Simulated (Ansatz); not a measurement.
Geometry optimisation, UKS PBE-D4/def2-SVP in Ansatz.

The input (input.yaml):

```yaml
crystal:
  periodic: [false, false, false]
  atoms:
    - { symbol: B, position_ang: [1.8e-05, 0.403775, -0.523462] }
    - { symbol: Cl, position_ang: [0.001533, 0.141486, 2.526339] }
    - { symbol: Cl, position_ang: [1.537455, -0.216736, -1.059905] }
    - { symbol: Cl, position_ang: [-1.53815, -0.21549, -1.05924] }
    - { symbol: Si, position_ang: [3.0e-05, -0.006646, 4.638008] }
    - { symbol: H, position_ang: [-0.767428, -1.22903, 5.045684] }
    - { symbol: H, position_ang: [1.418913, -0.102081, 5.113538] }
    - { symbol: H, position_ang: [-0.652371, 1.224721, 5.191238] }
magnetization:
  spin_polarized: true
  initial_magnetization: 1
basis:
  gaussian: { orbitals: def2-SVP }
hamiltonian:
  xc: pbe
  dispersion: d4
relax:
  f_tol: 0.03
  max_steps: 50
```

Run as:

```bash
$ ansatz run input.yaml --threads 4 --pin off --max-ram 5120MiB --backend cpu --events-out ev --progress --plain --runs-dir out
```

Question: Where does it end, and by what steps?

Answer: The run converged. After 5 steps the energy has fallen by 0.013 eV; B1 moved furthest, 0.16 Å.

| step | energy less start (eV) | largest force component (eV/Å) | accepted |
| --- | --- | --- | --- |
| 0 | 0.0000 | 0.442 | yes |
| 1 | 0.0033 | 0.602 | no |
| 2 | -0.0098 | 0.189 | yes |
| 3 | -0.0126 | 0.067 | yes |
| 4 | -0.0124 | 0.103 | no |
| 5 | -0.0133 | 0.021 | yes |

```xyz
8
Properties=species:S:1:pos:R:3
B -0.003 0.481 -0.668
Cl 0.010 0.174 2.558
Cl 1.537 -0.257 -1.003
Cl -1.541 -0.258 -1.005
Si 0.001 -0.005 4.636
H -0.768 -1.235 5.016
H 1.417 -0.113 5.119
H -0.653 1.213 5.218
```

Whether the end is a true minimum wasn't checked by a vibrational analysis.

The run took 12 s on 4 threads of Arm Neoverse V2, on a shared host, peak memory 0.17 GiB.
